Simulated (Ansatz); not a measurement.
Saddle search on SiH5SeF, closed shell by partitioned rational-function steps on PBE0-D4/def2-TZVP gradients (Ansatz 0.2.0), from this start:

```tsv
atom	x (Å)	y (Å)	z (Å)
Si1	-0.6330	0.0972	-0.5795
F2	1.2944	0.2771	-0.8262
H3	-0.9820	-1.2459	-1.1063
H4	-1.6565	0.6704	0.3491
H5	-0.6528	1.0703	-1.7178
H6	1.4859	-0.2367	0.1192
Se7	0.5667	-0.9481	1.5030
H8	0.5772	0.3157	2.2586
```

```csv
step,energy less the last (meV),largest force (eV/Å),curvature followed (eV/Å²)
1,8.3,0.134,-7.23
2,3.2,0.067,-7.23
3,-0.8,0.348,-7.53
4,3.4,0.220,-6.48
5,1.8,0.150,-6.52
6,2.5,0.142,-6.67
7,0.8,0.091,-6.60
8,0.1,0.032,-6.59
9,0.1,0.048,-6.62
10,0.1,0.029,-7.29
11,0.0,0.007,-7.26
```

The search ended at:

```json
{"atom": "Si1", "x (Å)": "-0.6247", "y (Å)": "0.1047", "z (Å)": "-0.5765"}
{"atom": "F2", "x (Å)": "1.2750", "y (Å)": "0.1762", "z (Å)": "-0.8717"}
{"atom": "H3", "x (Å)": "-0.9334", "y (Å)": "-1.2164", "z (Å)": "-1.1586"}
{"atom": "H4", "x (Å)": "-1.7084", "y (Å)": "0.5637", "z (Å)": "0.3346"}
{"atom": "H5", "x (Å)": "-0.6314", "y (Å)": "1.1647", "z (Å)": "-1.6200"}
{"atom": "H6", "x (Å)": "1.4526", "y (Å)": "-0.2947", "z (Å)": "0.1330"}
{"atom": "Se7", "x (Å)": "0.5623", "y (Å)": "-0.8948", "z (Å)": "1.5307"}
{"atom": "H8", "x (Å)": "0.6079", "y (Å)": "0.3966", "z (Å)": "2.2285"}
```
